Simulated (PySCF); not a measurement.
Partial charges of `CC(C)O[Si@H](C)[SiH](N)N`

Compound: C4H16N2OSi2.
Structure used (GFN2-xTB), in Å, numbered top down from 1:
```xyz
25
C4H16N2OSi2 angstrom
C      2.735    1.408   -0.101
C      2.112    0.030    0.099
C      2.819   -1.034   -0.736
O      0.760    0.067   -0.281
Si    -0.564    0.345    0.622
C     -0.652   -0.885    2.086
Si    -2.229    0.218   -0.947
N     -3.527    1.354   -0.768
N     -3.055   -1.281   -0.690
H      3.785    1.395    0.181
H      2.210    2.139    0.508
H      2.648    1.701   -1.144
H      2.184   -0.243    1.161
H      3.866   -1.102   -0.455
H      2.747   -0.781   -1.791
H      2.345   -2.000   -0.578
H     -0.445    1.666    1.298
H      0.135   -0.710    2.816
H     -0.550   -1.911    1.740
H     -1.600   -0.814    2.609
H     -1.822    0.468   -2.347
H     -3.298    2.332   -0.819
H     -4.158    1.203    0.003
H     -2.520   -2.132   -0.741
H     -3.937   -1.409   -1.160
```

Density: PBE0/pcSseg-1 (PySCF); schemes: Mulliken, IAO, Hirshfeld and ESP-fitted. The structure is a single GFN2-xTB conformer in the gas phase; no vibrational or solvent corrections.

**Question.** What partial charge does each atom carry?

**Answer.** In e; atoms taken as equivalent share a row and are averaged (×n: the atom named and its like, n in all):

| atom | environment | Mulliken | IAO | Hirshfeld | ESP-fitted |
| --- | --- | --- | --- | --- | --- |
| C1 | methyl carbon | -0.228 | -0.430 | -0.127 | -0.688 |
| C2 | sp3 carbon bound to oxygen | -0.040 | +0.115 | +0.058 | +0.752 |
| C3 | methyl carbon | -0.215 | -0.424 | -0.126 | -0.669 |
| O4 | silyl ether oxygen | -0.641 | -0.651 | -0.221 | -0.640 |
| Si5 | oxygen-bound silicon | +0.651 | +0.804 | +0.318 | +0.662 |
| C6 | Si-methyl carbon | -0.639 | -0.726 | -0.221 | -0.656 |
| Si7 | SiH silicon | +0.711 | +0.895 | +0.330 | +0.679 |
| N8 | silicon-bound nitrogen | -0.637 | -0.853 | -0.328 | -0.942 |
| N9 | silicon-bound nitrogen | -0.639 | -0.850 | -0.322 | -1.042 |
| H10/H11/H12 | methyl hydrogen | +0.113 | +0.142 | +0.041 | +0.169 |
| H13 | methine hydrogen | +0.097 | +0.110 | +0.032 | -0.043 |
| H14/H15/H16 | methyl hydrogen | +0.110 | +0.142 | +0.041 | +0.164 |
| H17 | Si–H hydrogen | -0.119 | -0.165 | -0.102 | -0.199 |
| H18/H19/H20 | methyl hydrogen | +0.135 | +0.153 | +0.038 | +0.154 |
| H21 | Si–H hydrogen | -0.116 | -0.164 | -0.099 | -0.148 |
| H22/H23 | N–H hydrogen | +0.182 | +0.255 | +0.110 | +0.346 |
| H24/H25 | N–H hydrogen | +0.187 | +0.258 | +0.113 | +0.391 |

Mean size of the charges over all atoms: ESP-fitted 0.402 e, IAO 0.341 e, Mulliken 0.262 e, Hirshfeld 0.124 e. Each set sums to the total charge, 0, to within 0.001 e. The Hirshfeld scheme divides the density at each point in proportion to the densities of the neutral, spherically averaged free atoms. The Mulliken scheme counts on each atom the diagonal of the density matrix times the overlap matrix over that atom's basis functions.

Some averages cover members that differ in this geometry: H24/H25, ESP-fitted +0.372 to +0.409; H14/H15/H16, ESP-fitted +0.151 to +0.177 e.

Lowest charge. The schemes don't all agree: Mulliken O4 (-0.641); IAO N8 (-0.853); Hirshfeld N8 (-0.328); ESP-fitted N9 (-1.042).

Highest charge. The schemes don't all agree: Mulliken Si7 (+0.711); IAO Si7 (+0.895); Hirshfeld Si7 (+0.330); ESP-fitted C2 (+0.752).

**Question.** Sum the charges by element, for elements with more than one atom.

**Answer.** 
```csv
element,atoms,Mulliken,IAO,Hirshfeld,ESP-fitted
C,4,-1.122,-1.465,-0.415,-1.262
Si,2,+1.362,+1.699,+0.649,+1.341
N,2,-1.276,-1.703,-0.650,-1.984
H,16,+1.677,+2.120,+0.637,+2.544
```

**Question.** How many electrons does the Hirshfeld scheme count on C6?

**Answer.** Z − q = 6 − (-0.221) ≈ 6.220.

**Question.** How closely do the schemes follow one another over all atoms?

**Answer.** Correlation coefficient and root-mean-square difference: IAO with Hirshfeld 0.99, 0.278 e; Mulliken with IAO 0.99, 0.109 e; Mulliken with Hirshfeld 0.98, 0.191 e; IAO with ESP-fitted 0.94, 0.171 e; Hirshfeld with ESP-fitted 0.93, 0.347 e; Mulliken with ESP-fitted 0.89, 0.244 e.

These values come from a run that also computed NMR shieldings. The run took 83 s wall (grids of density and orbitals included) on one thread of an Arm Neoverse V1, shared host with 64 logical CPUs at a one-minute load of 47, and the process peaked at 1.1 GiB of memory.
